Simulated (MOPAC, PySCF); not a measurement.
[Zr(F)3(Br)], neutral singlet in the gas phase. 

Cartesian coordinates (Å):
```xyz
5

Zr     0.0132     0.0296     0.0149
F     -0.4898     1.8316     0.3564
F      0.5636    -0.1293    -1.7977
F     -1.4900    -1.0982     0.3042
Br     1.9029    -0.6419     1.5294
```
Charge 0, multiplicity 1.

All levels are single points at this geometry (TPSS-D3(BJ)/def2-SVP); Pople sets use spherical d functions. Orbital energies aren't observables, and empty levels follow the basis.

B3LYP/LANL2DZ in PySCF gives dipole (D) = 0.08.

Problem. Estimate the dipole (D) from each of these levels: B3LYP-D3(BJ)/def2-TZVP in PySCF; PBE-D3(BJ)/def2-TZVP in PySCF; TPSSh-D3(BJ)/def2-TZVP in PySCF; B3LYP/6-311+G** (LANL2DZ on Br, Zr) in PySCF; BP86/6-31G* (LANL2DZ on Zr) in PySCF; PBE/6-31G* (LANL2DZ on Zr) in PySCF; PM6 in MOPAC; PM7 in MOPAC.

Solution. 
```json
[
 {"level": "B3LYP-D3(BJ)/def2-TZVP in PySCF", "dipole (D)": "0.06"},
 {"level": "PBE-D3(BJ)/def2-TZVP in PySCF", "dipole (D)": "0.03"},
 {"level": "TPSSh-D3(BJ)/def2-TZVP in PySCF", "dipole (D)": "0.08"},
 {"level": "B3LYP/6-311+G** (LANL2DZ on Br, Zr) in PySCF", "dipole (D)": "0.06"},
 {"level": "BP86/6-31G* (LANL2DZ on Zr) in PySCF", "dipole (D)": "0.62"},
 {"level": "PBE/6-31G* (LANL2DZ on Zr) in PySCF", "dipole (D)": "0.62"},
 {"level": "PM6 in MOPAC", "dipole (D)": "0.43"},
 {"level": "PM7 in MOPAC", "dipole (D)": "0.97"}
]
```
